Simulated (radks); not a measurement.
Sb IV, 48 electrons, occupied as [Kr] 4d10 5s2. Calculated with a radial shooting solver on a logarithmic mesh with Libxc functionals: scalar-relativistic Kohn-Sham, PBE, spin-polarised, spherical densities, finite nucleus; Fermi nuclear charge, rms radius 4.6802 fm. Some entries of the table are withheld. Estimate them.

orbital,occ.,eigenvalue (Ry),<r^2> (bohr^2),r(max) (bohr)
1s,2,-2229.488,0.001094,0.01835
2s,2,-341.1193,(1),0.1037
2p,6,-306.4745,0.01401,(2)
3s,2,(3),0.1249,(4)
3p,6,-57.33389,0.1254,(5)
3d,10,-40.09606,0.1106,0.2443
4s,2,-13.10446,0.7066,0.7226
4p,6,-9.64553,0.8272,0.7623
4d,10,-4.61401,1.223,0.8460
5s,2,-2.85945,4.580,1.810
5p,0,-2.12126,6.266,2.092
5d,0,-1.21060,12.29,2.943

Answer. 
(1) 2s <r^2> (bohr^2): 0.01773
(2) 2p r(max) (bohr): 0.08305
(3) 3s eigenvalue (Ry): -68.62916
(4) 3s r(max) (bohr): 0.2999
(5) 3p r(max) (bohr): 0.2934
